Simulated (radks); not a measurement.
Effect of the nuclear size on the dysprosium ion Dy7+, [Kr] 4d10 4f9 5s2 5p2. All-electron calculation, Dirac Kohn-Sham, relativistic LDA (MacDonald-Vosko exchange, VWN5 correlation), spin-unpolarised, spherical densities, finite nucleus; open shells are shared between the two j in proportion to 2j + 1; Fermi nuclear charge, rms radius 5.2218 fm. Program: a radial shooting solver on a logarithmic mesh with Libxc functionals. The rms radius is varied about that value; shifts are against it.

rms radius (fm)  total energy shift (eV)  density at nucleus (e/bohr^3)  1s1/2 shift (meV)  2s1/2 shift (meV)  4p1/2 shift (meV)  5s1/2 shift (meV)  5p1/2 shift (meV)  4f7/2 shift (meV)  6s1/2 (empty) shift (meV)
4.5012                             -6.66                      7.605e+05              -2720               -357              0.452              -3.39              0.209              0.566                      -1.04
5.0286                             -1.86                       7.38e+05               -758              -99.5              0.126             -0.944              0.058              0.158                     -0.289
5.2218                                 0                      7.305e+05              0.000              0.000              0.000              0.000              0.000              0.000                      0.000
5.462                               2.38                      7.216e+05                972                127             -0.161               1.21             -0.075             -0.202                      0.370
6.073                               8.78                      7.011e+05               3590                470             -0.593               4.46             -0.275             -0.746                       1.37

Slopes of the eigenvalues against <r^2> in GHz/fm^2, as finite differences over the two radii next to the reference (eigenvalue slopes, not the field-shift constants of lines): 1s1/2 92000, 2s1/2 12100, 4p1/2 -15.3, 5s1/2 114, 5p1/2 -7.06, 4f7/2 -19.1, 6s1/2 (empty) 35.1.
